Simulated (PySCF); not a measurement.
H₄SSiTe, SMILES [SiH3][Te]S. Geometry: r2SCAN-D4/def2-SVP. The def2 effective core potentials stand for the cores of Te; spin–orbit coupling is left out. One conformer was computed; it need not be the lowest.

Level of theory: r2SCAN-D4/def2-SVP (PySCF).

Harmonic wavenumbers (cm⁻¹): 93, 136, 250, 327, 344, 544, 552, 761, 872, 919, 940, 2212, 2231, 2240, 2671. Rotational constants (GHz): 3.721, 2.347, 1.479; symmetry number 1.

Task: Work out the zero-point energy and the ideal-gas rigid-rotor harmonic-oscillator thermochemistry at 298.15 K and 1 atm.

Result: ZPE = ½ Σ hcν = ½ × 15091 cm⁻¹ = 90.26 kJ/mol. H − E(el) = 108.81 kJ/mol. Entropy in J/(mol K): translation 174.30, rotation 115.52, vibration 51.89, total 341.72. G − E(el) = 6.93 kJ/mol. Cp = 89.02 J/(mol K). Modes under 150 cm⁻¹ make the vibrational entropy uncertain.
